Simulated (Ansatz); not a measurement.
The cluster Cd2Se3⁻ (the lowest doublet isomer of a short search), 5 atoms. Hardware: 4 threads of Arm Neoverse V2 on a shared host.

In the def2 sets Cd takes a core potential; there is no spin–orbit coupling. Correlated methods freeze 27 core orbitals; core or outer-core shells of Cd, Se are correlated, in sets that lack core-valence functions.

How many basis functions does each of these Ansatz runs have, and roughly what does it cost? r2SCAN-D4/def2-SVPD, charge -1 doublet, relaxation, 12 steps; PBE-D4/def2-TZVPD, charge -1 doublet, energy and forces, from earlier orbitals; r2SCAN-D4/def2-TZVPD, charge -1 doublet, energy, from earlier orbitals; MP2/def2-TZVPD, charge -1 doublet, energy, from earlier orbitals; PBE-D4/def2-SVP, charge -1 doublet, energy with a search over starts; HF/def2-TZVPD, charge -1 doublet, energy, from earlier orbitals; PBE0-D4/def2-TZVPD, charge -1 doublet, energy, from earlier orbitals; BLYP-D4/def2-TZVPD, charge -1 doublet, energy, from earlier orbitals; HF/STO-3G, charge -1 doublet, energy; RPA@PBE/def2-TZVPD, charge -1 doublet, energy, from earlier orbitals.

Other jobs shared the machine, so times can vary by a factor of up to 3. A dash marks memory too small to be measured apart from the calling script's.

```csv
run,functions,fitting or Cholesky vectors,wall time,peak host memory (GiB)
"HF/STO-3G, charge -1 doublet, energy",108,1252,6.5 s,0.93
"BLYP-D4/def2-TZVPD, charge -1 doublet, energy, from earlier orbitals",251,2007,21 s,1
"PBE-D4/def2-TZVPD, charge -1 doublet, energy and forces, from earlier orbitals",251,2007,23 s,1
"RPA@PBE/def2-TZVPD, charge -1 doublet, energy, from earlier orbitals",251,1830,24 s,1.1
"PBE-D4/def2-SVP, charge -1 doublet, energy with a search over starts",158,1654,28 s,–
"HF/def2-TZVPD, charge -1 doublet, energy, from earlier orbitals",251,1830,36 s,1.9
"PBE0-D4/def2-TZVPD, charge -1 doublet, energy, from earlier orbitals",251,1830,41 s,1.6
"r2SCAN-D4/def2-TZVPD, charge -1 doublet, energy, from earlier orbitals",251,2007,51 s,1.1
"MP2/def2-TZVPD, charge -1 doublet, energy, from earlier orbitals",251,1830,67 s,1.9
"r2SCAN-D4/def2-SVPD, charge -1 doublet, relaxation, 12 steps",191,1977,2 min,–
```
